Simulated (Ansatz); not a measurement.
Geometry optimisation, Ansatz, RKS PBE/6-31G*.

Input:

```yaml
crystal:
  periodic: [false, false, false]
  atoms:
    - { symbol: F, position_ang: [-0.59576, -1.89271, 0.02408] }
    - { symbol: C, position_ang: [0.26797, -0.99983, 0.22588] }
    - { symbol: Si, position_ang: [-0.10072, 0.8563, -0.17017] }
    - { symbol: F, position_ang: [-1.54918, 0.86937, -0.79302] }
    - { symbol: H, position_ang: [1.18485, -1.40072, 0.67608] }
    - { symbol: H, position_ang: [-0.11771, 1.37387, 1.19608] }
    - { symbol: H, position_ang: [0.91055, 1.19372, -1.15893] }
total_charge: 1
basis:
  gaussian: { orbitals: "6-31G*" }
hamiltonian:
  xc: pbe
relax:
  f_tol: 0.02
  max_steps: 50
```

Run as:

```bash
$ ansatz run input.yaml --threads 1 --pin off --max-ram 2048MiB --backend cpu --events-out ev --progress --plain --runs-dir out
```

Q: Where does it end, and by what steps?

A: It converged. Limits of this set-up: the dipole of an ion depends on the origin. After 7 steps the energy has fallen by 0.084 eV; H6 moved furthest, 0.09 Å.

```json
{"step": "0", "energy less start (eV)": "0.0000", "largest force component (eV/Å)": "0.802", "accepted": "yes"}
{"step": "1", "energy less start (eV)": "-0.0718", "largest force component (eV/Å)": "0.340", "accepted": "yes"}
{"step": "2", "energy less start (eV)": "-0.0617", "largest force component (eV/Å)": "0.679", "accepted": "no"}
{"step": "3", "energy less start (eV)": "-0.0828", "largest force component (eV/Å)": "0.066", "accepted": "yes"}
{"step": "4", "energy less start (eV)": "-0.0834", "largest force component (eV/Å)": "0.031", "accepted": "yes"}
{"step": "5", "energy less start (eV)": "-0.0840", "largest force component (eV/Å)": "0.040", "accepted": "yes"}
{"step": "6", "energy less start (eV)": "-0.0841", "largest force component (eV/Å)": "0.021", "accepted": "yes"}
{"step": "7", "energy less start (eV)": "-0.0841", "largest force component (eV/Å)": "0.003", "accepted": "yes"}
```

```xyz
7
Properties=species:S:1:pos:R:3
F -0.567 -1.956 -0.012
C 0.248 -1.007 0.227
Si -0.162 0.852 -0.172
F -1.621 0.892 -0.812
H 1.193 -1.377 0.681
H -0.049 1.433 1.201
H 0.958 1.161 -1.114
```

Whether the end is a true minimum wasn't checked by a vibrational analysis.

The run took 11 s on 1 thread of Intel(R) Xeon(R) Platinum 8488C (Sapphire Rapids), on a shared host, peak memory 0.15 GiB.
